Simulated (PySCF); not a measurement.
I3Pb, charge -1. Atoms are numbered in the order given.

```xyz
4

Pb     0.0000     0.0000     0.8799
I      2.3223     1.3408    -0.4538
I     -2.3223     1.3408    -0.4538
I      0.0000    -2.6815    -0.4538
```
Charge -1, spin multiplicity 1.

Coordinates come from a B3LYP-D3(BJ)/def2-SVPD optimisation. The isomer is the one that the SMILES or the coordinates give; other isomers of the formula were not compared. The def2 effective core potentials stand for the cores of I, Pb; spin–orbit coupling is left out.

These are PBE/def2-SVPD run with PySCF values and carry that method's errors.

Symmetry labels are those of the subgroup Cs that the program uses (full group C3v).

Computed valence orbital energies around the gap with their symmetry:
| orbital | symmetry | energy (eV) |
|---|---|---|
| HOMO−7 | A' | -3.72 |
| HOMO−6 | A' | -3.11 |
| HOMO−5 | A' | -2.60 |
| HOMO−4 | A" | -2.60 |
| HOMO−3 | A" | -2.39 |
| HOMO−2 | A' | -2.39 |
| HOMO−1 | A" | -2.30 |
| HOMO | A' | -2.26 |
| LUMO | A' | 0.78 |
| LUMO+1 | A" | 1.48 |
| LUMO+2 | A' | 1.48 |
| LUMO+3 | A' | 2.66 |
